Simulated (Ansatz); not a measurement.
Molecular dynamics of C$_{3}$H$_{9}$B

The input (input.yaml):

```yaml
crystal:
  periodic: [false, false, false]
  atoms:
    - { symbol: B, position_ang: [0.033065, 0.03319, -0.003285] }
    - { symbol: C, position_ang: [-0.027147, 0.070563, 1.545846] }
    - { symbol: H, position_ang: [-1.014471, 0.311105, 1.938991] }
    - { symbol: H, position_ang: [0.088277, -1.025507, 1.762773] }
    - { symbol: H, position_ang: [0.793907, 0.580642, 2.094138] }
    - { symbol: C, position_ang: [1.367564, 0.067744, -0.752886] }
    - { symbol: H, position_ang: [1.397369, -0.779305, -1.534838] }
    - { symbol: H, position_ang: [1.438181, 0.984731, -1.31809] }
    - { symbol: H, position_ang: [2.271269, -0.038648, -0.13761] }
    - { symbol: C, position_ang: [-1.353779, -0.138065, -0.807301] }
    - { symbol: H, position_ang: [-1.898643, -1.067316, -0.484448] }
    - { symbol: H, position_ang: [-1.856108, 0.776295, -0.412412] }
    - { symbol: H, position_ang: [-1.290259, -0.066796, -1.886325] }
basis:
  gaussian: { orbitals: def2-SVP }
hamiltonian:
  xc: pbe0
md:
  timestep: 0.5
  n_steps: 166
  ensemble: nve
  temperature: 500.0
  initial_velocities: maxwell_boltzmann
  seed: 893291
```

Launched with:

```bash
$ ansatz run input.yaml --threads 4 --pin off --max-ram 5120MiB --backend cpu --events-out ev --progress --plain --runs-dir out
```

It goes on from the last frame of an earlier run, with new velocities.

Output, in part (one step line in 6, the closing report, with atoms numbered from 0):

```
md step     0: t =     0.00 fs  T =   500.0 K  F+E_penalty+E_count = -3926.63487531 eV  E_kin = 0.710930 eV  conserved = -3925.92394531 eV  (23 SCF iters)
md step     6: t =     3.00 fs  T =   510.3 K  F+E_penalty+E_count = -3926.64941045 eV  E_kin = 0.725584 eV  conserved = -3925.92382619 eV  (23 SCF iters)
md step    12: t =     6.00 fs  T =   313.1 K  F+E_penalty+E_count = -3926.36692043 eV  E_kin = 0.445182 eV  conserved = -3925.92173793 eV  (23 SCF iters)
md step    18: t =     9.00 fs  T =   340.7 K  F+E_penalty+E_count = -3926.40764562 eV  E_kin = 0.484466 eV  conserved = -3925.92317985 eV  (23 SCF iters)
md step    24: t =    12.00 fs  T =   399.9 K  F+E_penalty+E_count = -3926.49082108 eV  E_kin = 0.568582 eV  conserved = -3925.92223870 eV  (23 SCF iters)
md step    30: t =    15.00 fs  T =   438.3 K  F+E_penalty+E_count = -3926.54763569 eV  E_kin = 0.623220 eV  conserved = -3925.92441593 eV  (23 SCF iters)
md step    36: t =    18.00 fs  T =   232.3 K  F+E_penalty+E_count = -3926.25192517 eV  E_kin = 0.330252 eV  conserved = -3925.92167350 eV  (23 SCF iters)
md step    42: t =    21.00 fs  T =   289.1 K  F+E_penalty+E_count = -3926.33449505 eV  E_kin = 0.411111 eV  conserved = -3925.92338390 eV  (23 SCF iters)
md step    48: t =    24.00 fs  T =   384.7 K  F+E_penalty+E_count = -3926.46998137 eV  E_kin = 0.546979 eV  conserved = -3925.92300208 eV  (23 SCF iters)
md step    54: t =    27.00 fs  T =   423.9 K  F+E_penalty+E_count = -3926.52567670 eV  E_kin = 0.602725 eV  conserved = -3925.92295165 eV  (23 SCF iters)
md step    60: t =    30.00 fs  T =   348.9 K  F+E_penalty+E_count = -3926.41930729 eV  E_kin = 0.496088 eV  conserved = -3925.92321965 eV  (24 SCF iters)
md step    66: t =    33.00 fs  T =   251.4 K  F+E_penalty+E_count = -3926.27901061 eV  E_kin = 0.357425 eV  conserved = -3925.92158558 eV  (23 SCF iters)
md step    72: t =    36.00 fs  T =   429.6 K  F+E_penalty+E_count = -3926.53524724 eV  E_kin = 0.610830 eV  conserved = -3925.92441726 eV  (23 SCF iters)
md step    78: t =    39.00 fs  T =   412.8 K  F+E_penalty+E_count = -3926.50916456 eV  E_kin = 0.586931 eV  conserved = -3925.92223320 eV  (23 SCF iters)
md step    84: t =    42.00 fs  T =   406.6 K  F+E_penalty+E_count = -3926.50192492 eV  E_kin = 0.578175 eV  conserved = -3925.92375012 eV  (23 SCF iters)
md step    90: t =    45.00 fs  T =   306.5 K  F+E_penalty+E_count = -3926.35794515 eV  E_kin = 0.435734 eV  conserved = -3925.92221136 eV  (23 SCF iters)
md step    96: t =    48.00 fs  T =   307.7 K  F+E_penalty+E_count = -3926.36029584 eV  E_kin = 0.437540 eV  conserved = -3925.92275563 eV  (23 SCF iters)
md step   102: t =    51.00 fs  T =   352.6 K  F+E_penalty+E_count = -3926.42510657 eV  E_kin = 0.501336 eV  conserved = -3925.92377098 eV  (23 SCF iters)
md step   108: t =    54.00 fs  T =   314.3 K  F+E_penalty+E_count = -3926.36896869 eV  E_kin = 0.446959 eV  conserved = -3925.92200949 eV  (23 SCF iters)
md step   114: t =    57.00 fs  T =   413.7 K  F+E_penalty+E_count = -3926.51243138 eV  E_kin = 0.588277 eV  conserved = -3925.92415446 eV  (23 SCF iters)
md step   120: t =    60.00 fs  T =   366.3 K  F+E_penalty+E_count = -3926.44254459 eV  E_kin = 0.520853 eV  conserved = -3925.92169176 eV  (23 SCF iters)
md step   126: t =    63.00 fs  T =   453.9 K  F+E_penalty+E_count = -3926.56911920 eV  E_kin = 0.645341 eV  conserved = -3925.92377787 eV  (23 SCF iters)
md step   132: t =    66.00 fs  T =   394.1 K  F+E_penalty+E_count = -3926.48254046 eV  E_kin = 0.560289 eV  conserved = -3925.92225103 eV  (23 SCF iters)
md step   138: t =    69.00 fs  T =   353.2 K  F+E_penalty+E_count = -3926.42580391 eV  E_kin = 0.502271 eV  conserved = -3925.92353286 eV  (23 SCF iters)
md step   144: t =    72.00 fs  T =   261.5 K  F+E_penalty+E_count = -3926.29510502 eV  E_kin = 0.371829 eV  conserved = -3925.92327583 eV  (23 SCF iters)
md step   150: t =    75.00 fs  T =   218.0 K  F+E_penalty+E_count = -3926.23172436 eV  E_kin = 0.310009 eV  conserved = -3925.92171578 eV  (23 SCF iters)
md step   156: t =    78.00 fs  T =   384.0 K  F+E_penalty+E_count = -3926.47004230 eV  E_kin = 0.545946 eV  conserved = -3925.92409672 eV  (23 SCF iters)
md step   162: t =    81.00 fs  T =   372.7 K  F+E_penalty+E_count = -3926.45138899 eV  E_kin = 0.529874 eV  conserved = -3925.92151455 eV  (24 SCF iters)
md step   166: t =    83.00 fs  T =   459.0 K  F+E_penalty+E_count = -3926.57677176 eV  E_kin = 0.652619 eV  conserved = -3925.92415323 eV  (23 SCF iters)
Total energy: -3926.57679810 eV, -144.2990358010 hartree
Atom 0 at    -0.044518    -0.016012    -0.045081 Å, force     1.579978     0.038861     1.235035 eV/Å
Atom 1 at     0.069796    -0.097552     1.588477 Å, force    -2.189219     0.704096    -1.143280 eV/Å
Atom 2 at    -0.563120     0.778886     1.940415 Å, force     0.277258    -0.773275    -0.130761 eV/Å
Atom 3 at    -0.471159    -1.016627     1.938558 Å, force     0.472372     0.521645     0.064613 eV/Å
Atom 4 at     1.032563     0.062121     2.059443 Å, force     0.602274    -0.375979     0.014133 eV/Å
Atom 5 at     1.373469     0.157114    -0.753621 Å, force    -0.632374     0.444310    -0.979232 eV/Å
Atom 6 at     2.059240    -0.592984    -0.379963 Å, force     0.441097    -0.508255     0.371239 eV/Å
Atom 7 at     1.465540     0.133738    -1.881670 Å, force    -0.292699     0.274642     0.956856 eV/Å
Atom 8 at     1.764446     1.117001    -0.342207 Å, force     0.012722    -0.173399    -0.334730 eV/Å
Atom 9 at    -1.389046    -0.062934    -0.809732 Å, force    -1.333918    -0.101510    -1.543753 eV/Å
Atom 10 at    -2.345077    -0.132794    -0.265171 Å, force     0.240754    -0.257579     0.385729 eV/Å
Atom 11 at    -1.596244     0.800082    -1.500353 Å, force     0.657770    -0.186620     0.419291 eV/Å
Atom 12 at    -1.389932    -0.903516    -1.568893 Å, force     0.163985     0.393064     0.684860 eV/Å
Dipole moment:    -0.053610     0.013095    -0.042538 e Å
```

The run went to its last step. The conserved energy stayed within 0.22 meV per atom of its start (net change -0.016 meV per atom), so the integration is sound. A run of 0.083 ps of so small a system gives no equilibrium averages.

The same pairs are bonded in the first frame and the last. Pairs count as bonded within 1.25 times the sum of covalent radii (0.12 Å more for H–H).

Last frame:

```xyz
13
Properties=species:S:1:pos:R:3
B -0.044 -0.016 -0.045
C 0.070 -0.098 1.589
H -0.563 0.779 1.940
H -0.471 -1.017 1.939
H 1.033 0.062 2.059
C 1.373 0.157 -0.754
H 2.059 -0.593 -0.380
H 1.466 0.134 -1.882
H 1.764 1.117 -0.342
C -1.389 -0.063 -0.810
H -2.345 -0.133 -0.265
H -1.596 0.800 -1.500
H -1.390 -0.903 -1.569
```

The run took 110 s on 4 threads of Intel(R) Xeon(R) 6975P-C (Granite Rapids), with other jobs on the host, peak memory 0.21 GiB.
